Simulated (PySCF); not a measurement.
How methods differ on the interval between two levels of Ru

Ru [Kr] 4d7 5s1 [5F5, M_J = 5] → Ru [Kr] 4d8 [3F4, M_J = 4], as a difference of total energies. Calculation: PySCF 2.14, in x2c-TZVPall-2c with one added diffuse shell each of s, p, d type (9s10p8d1f, 86 functions); the two-component X2C-1e Hamiltonian. Correlated levels: [Ar] 3d10 frozen; the 6 highest virtual spinors dropped. "Screened" scales the spin-orbit matrix elements by Boettger's factors to mimic the two-electron term; Breit and QED terms are absent.

| method | interval between two levels (cm⁻¹) |
| --- | --- |
| GHF (spin-free) | 17941 |
| GMP2 (spin-free) | 10996 |
| GHF (screened spin-orbit) | 18180 |
| GMP2 (screened spin-orbit) | 11218 |

The labels give the starting determinants; with spin-orbit coupling the two ends relaxed to ⟨J²⟩ = 30.01, ⟨L²⟩ = 12.09, ⟨S²⟩ = 5.98 and ⟨J²⟩ = 20.03, ⟨L²⟩ = 12.08, ⟨S²⟩ = 2.02.
